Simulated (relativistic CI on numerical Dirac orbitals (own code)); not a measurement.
**Judd-Ofelt analysis for Sm³⁺**

Method of calculation: Dirac-Coulomb-Breit CI, KLI orbitals optimised for each configuration, a model potential for QED, unscaled Slater integrals (own radial code, finite nucleus).

Configuration 4f5 alone, in intermediate coupling. Take Ω₂ = 5.79, Ω₄ = 4.2, Ω₆ = 2.61 (10⁻²⁰ cm²) and refractive index n = 1.83 as given. A_ED = 64π⁴e²ν³ n(n² + 2)²/[27h(2J + 1)] Σ Ω_λ |U^λ|², in Gaussian units with ν in cm⁻¹, and A_MD is n³ times the free-ion magnetic-dipole rate; a dash marks a rate that is forbidden or under 2 % of the level's free-ion decay.

Emitting level 4G°_5/2 at 20726 cm⁻¹ (radiative decay alone: multiphonon quenching in a host is left out, and the level can lie too high or too low):

| To | ν (cm⁻¹) | U² squared | U⁴ squared | U⁶ squared | Free-ion A(M1) (s⁻¹) |
| --- | --- | --- | --- | --- | --- |
| 6H°_5/2 | 20726 | 0.0000 | 0.0000 | 0.0000 | 3.71 |
| 6H°_7/2 | 19731 | 0.0000 | 0.0062 | 0.0064 | 3.02 |
| 6H°_9/2 | 18549 | 0.0087 | 0.0034 | 0.0013 | - |
| 6H°_11/2 | 17226 | 0.0000 | 0.0032 | 0.0013 | - |
| 6H°_13/2 | 15802 | 0.0000 | 0.0003 | 0.0009 | - |
| 6H°_15/2 | 14309 | 0.0000 | 0.0000 | 0.0000 | - |
| 6F°_1/2 | 12993 | 0.0008 | 0.0000 | 0.0000 | - |
| 6F°_3/2 | 12728 | 0.0004 | 0.0003 | 0.0000 | 1.38 |
| 6F°_5/2 | 12210 | 0.0037 | 0.0010 | 0.0000 | 0.947 |
| 6F°_7/2 | 11348 | 0.0003 | 0.0009 | 0.0003 | 0.292 |
| 6F°_9/2 | 10170 | 0.0006 | 0.0000 | 0.0002 | - |
| 6F°_11/2 | 8753 | 0.0000 | 0.0000 | 0.0000 | - |

(1) Give the rates, branching ratios and the radiative lifetime.

Answers

(1) The rates are:

```tsv
To	λ (nm)	A_ED (s⁻¹)	A_MD (s⁻¹)	β (%)
6H°_5/2	482	0	22.7	3.2
6H°_7/2	507	230	18.5	34.7
6H°_9/2	539	305	0	42.5
6H°_11/2	581	60.4	0	8.4
6H°_13/2	633	9.9	0	1.4
6H°_15/2	699	0	0	0.0
6F°_1/2	770	6.73	0	0.9
6F°_3/2	786	4.97	8.45	1.9
6F°_5/2	819	32.9	5.8	5.4
6F°_7/2	881	6.66	1.79	1.2
6F°_9/2	983	3.07	0	0.4
6F°_11/2	1142	0	0	0.0
```

τ_rad = 1.39e-03 s. Computed level positions enter as ν³, so measured ones would change the rates. For the strongest line (539 nm) and an assumed effective width Δλ = 8.7 nm (300 cm⁻¹), the Füchtbauer-Ladenburg formula σ = λ⁴A/(8πcn²Δλ) gives a peak emission cross-section of 0.12 × 10⁻²⁰ cm².
